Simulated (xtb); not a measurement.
C2H6Cl2Si, charge +1, doublet, from a rough starting geometry (a state made from the parent by changing its charge; the spin is typed, not shown lowest); xtb with GFN2-xTB.

Input for xtb:
```
$ xtb mol.xyz --gfn 2 --chrg 1 --uhf 1 --opt vtight --json

# file mol.xyz
11

C      1.46682123    -0.58628317    -0.38380215
Si     0.03360236     0.67582948    -0.15975729
C     -1.56287526    -0.16457327     0.56937073
Cl     0.61277478     2.09659500     1.28743369
Cl    -0.39652507     1.60205850    -1.84581953
H      1.19041344    -1.35183113    -1.12103364
H      2.30431812    -0.09281991    -0.77912474
H      1.73654694    -1.11672958     0.52049447
H     -2.32121108     0.51158205     0.63980076
H     -1.89068804    -0.91187829    -0.15425186
H     -1.32406978    -0.67010455     1.51428772
```

### Question
What does xtb print? Leave out banner, timings and long lists.

### Answer

```
   ID    Z sym.   atoms
    1    6 C      1, 3
    2   14 Si     2
    3   17 Cl     4, 5
    4    1 H      6-11

           -------------------------------------------------
          |                Calculation Setup                |
           -------------------------------------------------

           -------------------------------------------------
          |                 G F N 2 - x T B                 |
           -------------------------------------------------

          ...................................................
          :                      SETUP                      :
          :.................................................:
          :  # basis functions                  44          :
          :  # atomic orbitals                  41          :
          :  # shells                           19          :
          :  # electrons                        31          :
          :  max. iterations                   250          :
          :  Hamiltonian                  GFN2-xTB          :
          :  restarted?                      false          :
          :  GBSA solvation                  false          :
          :  PC potential                    false          :
          :  electronic temp.          300.0000000     K    :
          :  accuracy                    1.0000000          :
          :  -> integral cutoff          0.2500000E+02      :
          :  -> integral neglect         0.1000000E-07      :
          :  -> SCF convergence          0.1000000E-05 Eh   :
          :  -> wf. convergence          0.1000000E-03 e    :
          :  Broyden damping             0.4000000          :
          :  net charge                          1          :
          :  unpaired electrons                  1          :
          ...................................................

 iter      E             dE          RMSdq      gap      omega  full diag
   1    -17.7745681 -0.177746E+02  0.441E+00    7.44       0.0  T
   2    -17.8472653 -0.726972E-01  0.283E+00    5.90       1.0  T
   3    -17.8669082 -0.196428E-01  0.191E+00    6.64       1.0  T
   4    -17.8707305 -0.382234E-02  0.166E+00    6.31       1.0  T
   5    -17.8805839 -0.985344E-02  0.581E-01    6.21       1.0  T
   6    -17.8820186 -0.143471E-02  0.302E-01    6.35       1.0  T
   7    -17.8817058  0.312877E-03  0.261E-01    6.31       1.0  T
   8    -17.8821972 -0.491398E-03  0.121E-01    6.35       1.0  T
   9    -17.8821964  0.757167E-06  0.117E-01    6.34       1.0  T
  10    -17.8822402 -0.438022E-04  0.668E-02    6.35       1.0  T
  11    -17.8822513 -0.110966E-04  0.564E-02    6.35       1.0  T
  12    -17.8822524 -0.105519E-05  0.466E-02    6.35       1.0  T
  13    -17.8822567 -0.434321E-05  0.144E-02    6.36       2.1  T
  14    -17.8822567 -0.368592E-07  0.116E-02    6.36       2.6  T
  15    -17.8822574 -0.683832E-06  0.478E-03    6.36       6.3  T
  16    -17.8822574  0.591989E-07  0.563E-03    6.36       5.4  T
  17    -17.8822576 -0.227620E-06  0.976E-04    6.36      30.9  T
  18    -17.8822576 -0.174211E-08  0.582E-04    6.36      51.8  T

   *** convergence criteria satisfied after 18 iterations ***

         :::::::::::::::::::::::::::::::::::::::::::::::::::::
         ::                     SUMMARY                     ::
         :::::::::::::::::::::::::::::::::::::::::::::::::::::
         :: total energy             -17.731552265105 Eh    ::
         :: gradient norm              0.094210575352 Eh/a0 ::
         :: HOMO-LUMO gap              6.355689725210 eV    ::
         ::.................................................::
         :: SCC energy               -17.882237773602 Eh    ::
         :: -> isotropic ES            0.112102147540 Eh    ::
         :: -> anisotropic ES         -0.015139669251 Eh    ::
         :: -> anisotropic XC          0.001519348275 Eh    ::
         :: -> dispersion             -0.007213738639 Eh    ::
         :: repulsion energy           0.150685508497 Eh    ::
         :: add. restraining           0.000000000000 Eh    ::
         :: total charge               1.000000000131 e     ::
         :::::::::::::::::::::::::::::::::::::::::::::::::::::

      -----------------------------------------------------------
     |                   =====================                   |
     |                        A N C O P T                        |
     |                   =====================                   |
     |               Approximate Normal Coordinate               |
     |                Rational Function Optimizer                |
      -----------------------------------------------------------
      -----------------------------------------------------------
     |                   =====================                   |
     |                        A N C O P T                        |
     |                   =====================                   |
     |               Approximate Normal Coordinate               |
     |                Rational Function Optimizer                |
      -----------------------------------------------------------

          ...................................................
          :                      SETUP                      :
          :.................................................:
          :   optimization level         verytight          :
          :   max. optcycles                   220          :
          :   ANC micro-cycles                  20          :
          :   degrees of freedom                27          :
          :.................................................:
          :   RF solver                   davidson          :
          :   write xtbopt.log                true          :
          :   linear?                        false          :
          :   energy convergence         0.1000000E-06 Eh   :
          :   grad. convergence          0.2000000E-03 Eh/α :
          :   maxmium RF displ.          1.0000000          :
[...]
 * total energy  :   -17.7392196 Eh     change       -0.7667316E-02 Eh
 * total energy  :   -17.7407487 Eh     change       -0.1529084E-02 Eh
 * total energy  :   -17.7411099 Eh     change       -0.3612461E-03 Eh
 * total energy  :   -17.7413630 Eh     change       -0.2531334E-03 Eh
 * total energy  :   -17.7414639 Eh     change       -0.1008144E-03 Eh
 * total energy  :   -17.7414931 Eh     change       -0.2927418E-04 Eh
 * total energy  :   -17.7414951 Eh     change       -0.1986315E-05 Eh
 * total energy  :   -17.7414959 Eh     change       -0.7711487E-06 Eh
 * total energy  :   -17.7414965 Eh     change       -0.6200355E-06 Eh
 * total energy  :   -17.7414971 Eh     change       -0.6349233E-06 Eh
 * total energy  :   -17.7414974 Eh     change       -0.2404363E-06 Eh
 * total energy  :   -17.7414975 Eh     change       -0.7687051E-07 Eh
   *** GEOMETRY OPTIMIZATION CONVERGED AFTER 13 ITERATIONS ***
         :: total energy             -17.741497464599 Eh    ::
[...]
         ::.................................................::
         :: SCC energy               -17.878767308466 Eh    ::
         :: -> isotropic ES            0.111281362441 Eh    ::
         :: -> anisotropic ES         -0.014528590891 Eh    ::
         :: -> anisotropic XC          0.001901892771 Eh    ::
         :: -> dispersion             -0.007312816031 Eh    ::
         :: repulsion energy           0.137269843867 Eh    ::
         :: add. restraining           0.000000000000 Eh    ::
         :: total charge               1.000000000000 e     ::
         :::::::::::::::::::::::::::::::::::::::::::::::::::::

           -------------------------------------------------
          |                Property Printout                |
           -------------------------------------------------

    * Orbital Energies and Occupations

         #    Occupation            Energy/Eh            Energy/eV
      -------------------------------------------------------------
         1        2.0000           -1.2473558             -33.9423
       ...           ...                  ...                  ...
         4        2.0000           -0.7751307             -21.0924
         5        2.0000           -0.7546533             -20.5352
         6        2.0000           -0.6805577             -18.5189
         7        2.0000           -0.6761003             -18.3976
         8        2.0000           -0.6677229             -18.1697
         9        2.0000           -0.6640772             -18.0705
        10        2.0000           -0.6542174             -17.8022
        11        2.0000           -0.6531095             -17.7720
        12        2.0000           -0.6437110             -17.5163
        13        2.0000           -0.6288726             -17.1125
        14        2.0000           -0.6214750             -16.9112
        15        2.0000           -0.6207125             -16.8904
        16        1.0000           -0.5994487             -16.3118 (HOMO)
        17                         -0.3602481              -9.8028 (LUMO)
        18                         -0.3532986              -9.6137
        19                         -0.3456439              -9.4055
        20                         -0.2428712              -6.6089
        21                         -0.2139719              -5.8225
        22                         -0.2115381              -5.7562
        23                         -0.1776857              -4.8351
        24                         -0.1745971              -4.7510
        25                         -0.1740821              -4.7370
        26                         -0.1740341              -4.7357
        27                         -0.1723548              -4.6900
       ...                                ...                  ...
        41                          0.6317237              17.1901
      -------------------------------------------------------------
                  HL-Gap            0.2392006 Eh            6.5090 eV
             Fermi-level           -0.5448765 Eh          -14.8268 eV

     #   Z          covCN         q      C6AA      α(0)
     1   6 C        3.638    -0.175    24.340     7.097
     2  14 Si       3.335     0.559   112.730    21.291
     3   6 C        3.638    -0.175    24.342     7.097
     4  17 Cl       0.806     0.018    98.566    15.188
     5  17 Cl       0.806     0.018    98.565    15.187
     6   1 H        0.925     0.127     1.557     1.951
     7   1 H        0.925     0.123     1.586     1.969
     8   1 H        0.925     0.127     1.556     1.951
     9   1 H        0.925     0.123     1.586     1.969
    10   1 H        0.925     0.127     1.556     1.951
    11   1 H        0.925     0.127     1.557     1.951

 Mol. C6AA /au·bohr⁶  :       2258.603101
 Mol. C8AA /au·bohr⁸  :      86910.506704
 Mol. α(0) /au        :         77.602688

Wiberg/Mayer (AO) data.
largest (>0.10) Wiberg bond orders for each atom

 ---------------------------------------------------------------------------
     #   Z sym  total        # sym  WBO       # sym  WBO       # sym  WBO
 ---------------------------------------------------------------------------
     1   6 C    3.881 --     8 H    0.963     6 H    0.963     7 H    0.955
                             2 Si   0.721
     2  14 Si   4.091 --     5 Cl   1.283     4 Cl   1.283     3 C    0.722
                             1 C    0.721
     3   6 C    3.882 --    10 H    0.963    11 H    0.963     9 H    0.955
                             2 Si   0.722
     4  17 Cl   1.580 --     2 Si   1.283     5 Cl   0.103
     5  17 Cl   1.580 --     2 Si   1.283     4 Cl   0.103
     6   1 H    0.984 --     1 C    0.963
     7   1 H    0.985 --     1 C    0.955
     8   1 H    0.984 --     1 C    0.963
     9   1 H    0.985 --     3 C    0.955
    10   1 H    0.984 --     3 C    0.963
    11   1 H    0.984 --     3 C    0.963
 ---------------------------------------------------------------------------

Topologies differ in total number of bonds
Writing topology from bond orders to xtbtopo.mol

molecular dipole:
                 x           y           z       tot (Debye)
 q only:        0.003       0.388      -0.053
   full:        0.043       0.905      -0.143       2.331
molecular quadrupole (traceless):
                xx          xy          yy          xz          yz          zz
 q only:        2.610      -0.540      -0.155      -1.811      -0.257      -2.454
  q+dip:       -0.148       0.015       1.605      -0.517      -0.492      -1.457
   full:        0.863      -0.195       1.300      -1.123      -0.512      -2.163

optimized geometry written to: xtbopt.xyz

           -------------------------------------------------
          | TOTAL ENERGY              -17.741497464599 Eh   |
          | GRADIENT NORM               0.000074898982 Eh/α |
          | HOMO-LUMO GAP               6.508979285024 eV   |
           -------------------------------------------------
```
